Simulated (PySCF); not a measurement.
SMILES c1cc(ccc1[SiH3])F, GFN2-xTB optimised geometry.

```
15

F     -1.34    -3.17     0.00
C     -0.68    -1.99     0.00
C     -1.41    -0.81     0.00
C     -0.73     0.39     0.00
C      0.66     0.43     0.00
Si     1.60     2.07     0.00
C      1.36    -0.77     0.00
C      0.70    -1.99     0.00
H     -2.49    -0.85     0.00
H     -1.29     1.31     0.00
H      0.64     3.17     0.05
H      2.49     2.11     1.16
H      2.40     2.16    -1.23
H      2.44    -0.76     0.00
H      1.24    -2.92     0.00
```

Density from PBE/def2-TZVP (PySCF 2.14.0) at that geometry.

Minimum of the electron density along straight lines between bonded atoms, close to the bond critical point (lines longer than 1.1 times the sum of covalent radii, or with two minima, are not listed):

| bond | length / Å | ρ at the minimum / e bohr⁻³ | ∇²ρ there / e bohr⁻⁵ | position (fraction from the first atom) |
|---|---|---|---|---|
| F1–C2 | 1.351 | 0.263 | -0.17 | 0.66 |
| C2–C3 | 1.382 | 0.323 | -0.94 | 0.52 |
| C3–C4 | 1.383 | 0.317 | -0.91 | 0.50 |
| C4–C5 | 1.391 | 0.312 | -0.88 | 0.51 |
| C5–Si6 | 1.889 | 0.117 | 0.17 | 0.61 |
| C5–C7 | 1.393 | 0.312 | -0.87 | 0.49 |
| C2–C8 | 1.383 | 0.323 | -0.94 | 0.52 |
| C7–C8 | 1.382 | 0.318 | -0.91 | 0.50 |
| C3–H9 | 1.079 | 0.285 | -1.00 | 0.65 |
| C4–H10 | 1.080 | 0.286 | -1.01 | 0.65 |
| Si6–H11 | 1.463 | 0.124 | 0.17 | 0.50 |
| Si6–H12 | 1.465 | 0.123 | 0.17 | 0.50 |
| Si6–H13 | 1.465 | 0.123 | 0.18 | 0.50 |
| C7–H14 | 1.080 | 0.286 | -1.00 | 0.64 |
| C8–H15 | 1.079 | 0.285 | -1.00 | 0.65 |
